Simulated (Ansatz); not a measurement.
`NB(F)[CH2][GeH3]` at its PBE0-D4/def2-TZVP geometry, where that method's forces vanish. Total charge 0; spin multiplicity 1.

```xyz
12

N     1.9119   -0.3952   -0.7772
B     0.9865   -0.5908    0.2518
F     1.4708   -0.6396    1.5083
C    -0.5543   -0.7132    0.0369
Ge   -1.4565    1.0077    0.3325
H     1.6545   -0.3432   -1.7455
H     2.8954   -0.2850   -0.6000
H    -0.8181   -1.0399   -0.9717
H    -0.9887   -1.4181    0.7503
H    -2.9817    0.8320    0.2156
H    -0.9968    2.0247   -0.7287
H    -1.1231    1.5607    1.7275
```

What forces (eV/Å) does ωB97M-V/def2-TZVPP give on these atoms in the Gaussian-basis code of Ansatz? (Best estimate.)

The calculation gave: 
```
N1   0.100  0.024 -0.102
B2  -0.115 -0.019 -0.133
F3   0.069 -0.002  0.216
C4  -0.127 -0.018 -0.001
Ge5 -0.050  0.069  0.015
H6   0.006 -0.002  0.020
H7  -0.028 -0.001 -0.007
H8   0.030  0.012  0.066
H9   0.040  0.039 -0.054
H10  0.119  0.013  0.008
H11 -0.026 -0.073  0.073
H12 -0.018 -0.043 -0.100
```
